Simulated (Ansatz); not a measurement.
Born–Oppenheimer molecular dynamics of C2H3AlNO (8 atoms, charge 1, multiplicity 1). It starts from a relaxed structure.

The calculation used UKS PBE/STO-3G (Ansatz 0.2.0).

| Property | Result |
| --- | --- |
| ensemble | NVE (velocity Verlet) |
| time step | 0.5 fs |
| steps asked | 250 |
| starting velocities drawn for | 300 K |
| seed | 249311 |

First frame:

```xyz
8
Properties=species:S:1:pos:R:3
O -0.082 -2.274 2.130
C 0.075 -1.288 1.416
C 0.694 -0.001 1.201
N 0.506 0.758 0.117
Al -0.581 0.443 -1.448
H 1.077 1.662 0.202
H -0.468 1.599 -2.400
H -1.221 -0.900 -1.219
```

Question: How far do the bonds stretch over the last three quarters of this one trajectory? (Pairs bonded in most of those frames.)

Answer: 
```tsv
bond	mean (Å)	spread (Å)	shortest	longest
O1–C2	1.226	0.003	1.22	1.23
C2–C3	1.456	0.025	1.41	1.49
C3–N4	1.338	0.005	1.33	1.35
N4–Al5	1.939	0.029	1.88	1.99
N4–H6	1.076	0.023	1.04	1.11
Al5–H7	1.505	0.030	1.46	1.55
Al5–H8	1.508	0.033	1.46	1.56
```

Mean temperature of the second half: 142 K. The conserved energy stayed within 0.16 meV per atom of its start (net change 0.051 meV per atom), so the integration is sound. The temperature averaged 0.47 of the 300 K drawn at the start: a run that starts near a minimum puts about half its kinetic energy into the potential. A run of 0.12 ps of so small a system gives no equilibrium averages. Limits of this set-up: minimal basis, the dipole of an ion depends on the origin.

Time of the run: 9.1 min on 1 thread of Arm Neoverse V1, with other jobs on the host, peak memory 0.1 GiB.
